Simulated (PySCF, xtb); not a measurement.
HfF₃, SMILES [F][Hf+]([F])[F], charge +1, multiplicity 1.

Harmonic wavenumbers (cm⁻¹) from GFN2-xTB run with xtb at its own minimum, in rising order: 140, 145, 145, 455, 496, 496.

### Question
What does PBE0-D3(BJ)/def2-TZVP run with PySCF 2.14.0 give at its own minimum? (Estimate from the structure and the level; the computed values follow.)

### Answer
135, 182, 182, 732, 732, 757. Paired by order, the mean absolute difference is 142 cm⁻¹ and the zero-point energies are 2.7 and 3.9 kcal/mol.
